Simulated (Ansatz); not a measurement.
CH₂AlClO, SMILES `[Cl][Al]1[CH2][O]1`. Total charge 0; spin multiplicity 1. All single points use the PBE0-D4/def2-TZVP geometry.

```xyz
6

Cl    0.673   -0.222   -2.967
Al    0.190   -0.050   -0.967
C    -0.002   -0.090    0.893
O    -0.931    0.723    0.041
H     0.587    0.525    1.573
H    -0.518   -0.887    1.428
```

Q: What is the dipole moment at r2SCAN/def2-TZVPP? (Best estimate.)

A: Ansatz gave: 1.82 D, with components (1.41, -1.05, -0.47) D in this frame, pointing from negative to positive charge.

Q: And with PBE, B3LYP, ωB97M-V? (An estimate is asked.)

A: Computed: PBE 1.72 D, B3LYP 1.95 D, ωB97M-V 2.03 D.

Q: Give the Mulliken charges with r2SCAN, B3LYP, ωB97M-V in def2-TZVPP. (Estimate.)

A: Computed: 
```csv
atom,r2SCAN,B3LYP,ωB97M-V
Cl1,-0.16,-0.16,-0.14
Al2,0.52,0.46,0.47
C3,-0.09,-0.10,-0.15
O4,-0.41,-0.40,-0.39
H5,0.06,0.10,0.11
H6,0.06,0.10,0.11
```

B3LYP here is the variant with VWN-RPA as its local correlation; programs differ in this.
